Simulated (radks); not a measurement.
All-electron atom: Au3+ in [Xe] 4f14 5d(up 4, down 4) (spins set by hand, not the high-spin state). Calculated with a radial shooting solver on a logarithmic mesh with Libxc functionals: scalar-relativistic Kohn-Sham, PBE, spin-polarised, spherical densities, point nucleus.

Unscreened Slater integrals over Kohn-Sham orbitals (eV). They are taken over the spin-up orbitals.

integral,value
"F0(5d,5d)",17.144
"F2(5d,5d)",8.9604
"F4(5d,5d)",5.9587
"F0(5d,5p)",19.399
"F2(5d,5p)",9.6786
"G1(5d,5p)",11.674
"G3(5d,5p)",7.2442
"F0(5d,4f)",22.119
"F2(5d,4f)",5.2175
"F4(5d,4f)",2.4337
"G1(5d,4f)",1.6727
"G3(5d,4f)",1.5950
"G5(5d,4f)",1.2818
"F0(5d,5s)",20.192
"G2(5d,5s)",7.6668
"F0(5p,5p)",23.045
"F2(5p,5p)",12.438
"F0(5p,4f)",28.392
"F2(5p,4f)",8.8188
"G2(5p,4f)",3.3194
"G4(5p,4f)",2.8204
"F0(5p,5s)",24.537
"G1(5p,5s)",16.367
"F0(4f,4f)",49.955
"F2(4f,4f)",24.828
"F4(4f,4f)",15.814
"F6(4f,4f)",11.448
"F0(4f,5s)",31.792
"G3(4f,5s)",4.3306
"F0(5s,5s)",26.462

Derived for the open shells (J is the average intra-shell exchange parameter used in DFT+U). 5d: Racah B = F2/49 - 5 F4/441 = 0.1153 eV, C = 35 F4/441 = 0.4729 eV, C/B = 4.10, F4/F2 = 0.665, J = (F2 + F4)/14 = 1.066 eV.
